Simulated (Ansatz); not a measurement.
Two isomers of C3H6OSSi: A = `C=C1O[Si]1(C)S`, B = `C=C([SiH3])OC=S`.

Computed with Ansatz on PBE0-D4/def2-TZVP structures; ΔE is electronic, products minus reactants. CCSD(T)/CBS is the MP2 limit (def2-TZVPP, def2-QZVPP) plus CCSD(T) − MP2 in def2-TZVPP, frozen cores. Functionals use def2-TZVPP. B3LYP here is the variant with VWN-RPA as its local correlation; programs differ in this. Each species was taken in one conformer, which may not be the lowest.

Q: Which isomer does CCSD(T)/CBS put lower? Give the gap. (Best estimate.)

A: The calculation gave: A, by 49.0 kcal/mol.

Q: Give E(B) − E(A) in kcal/mol with B3LYP, CCSD/def2-TZVPP, CCSD(T)/def2-TZVPP, r2SCAN-D4, B3LYP-D4, PBE0-D4, PBE-D4. (An estimate is asked.)

A: The calculation gave: B3LYP 45.1, CCSD/def2-TZVPP 47.8, CCSD(T)/def2-TZVPP 47.1, r2SCAN-D4 50.8, B3LYP-D4 45.5, PBE0-D4 50.6, PBE-D4 48.4. None reverses the order clearly.

Largest T1 diagnostic: 0.016.

From PBE to PBE0 (25 % exact exchange), in def2-TZVPP and without D4, E(B) − E(A) moves by +2.2 kcal/mol. In def2-TZVPP, CCSD(T) changes the Hartree–Fock value by +4.2 kcal/mol (the triples alone add −0.7 kcal/mol) and MP2 by +7.9 kcal/mol.
